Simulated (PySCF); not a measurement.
FH₃O₂SeSi.

```xyz
8

O     -1.6042    -1.2071     0.6087
Si    -0.8333     0.0711    -0.0716
O     -1.4681     1.4246     0.6251
F     -1.1019     0.1278    -1.6714
Se     1.4142    -0.1503     0.1786
H     -2.4932    -1.0335     0.9449
H     -1.0461     2.2701     0.4319
H      1.6186    -0.0124    -1.2753
```

Geometry optimised at B3LYP-D3(BJ)/def2-SVP. The structure was generated by enumeration, and PubChem lists no compound with its InChIKey, so it may never have been made. One conformer was computed; it need not be the lowest.

The numbers are results of B3LYP/pcSseg-1 (PySCF), not measurements. Non-relativistic, no solvent.

Computed absolute GIAO shielding of each atom: isotropic value and principal components (ppm):
| atom | σ(iso) | σ11 | σ22 | σ33 | span |
|---|---|---|---|---|---|
| O1 | 267.7 | 235.6 | 249.4 | 318.2 | 82.6 |
| Si2 | 369.1 | 319.3 | 388.6 | 399.5 | 80.2 |
| O3 | 245.4 | 210.6 | 223.6 | 302.1 | 91.6 |
| F4 | 271.5 | 202.4 | 236.2 | 375.9 | 173.4 |
| Se5 | 2103.7 | 1907.1 | 1938.3 | 2465.7 | 558.7 |
| H6 | 28.8 | 20.6 | 23.2 | 42.6 | 22.0 |
| H7 | 29.0 | 21.8 | 24.3 | 40.9 | 19.1 |
| H8 | 30.5 | 20.6 | 26.4 | 44.6 | 24.0 |
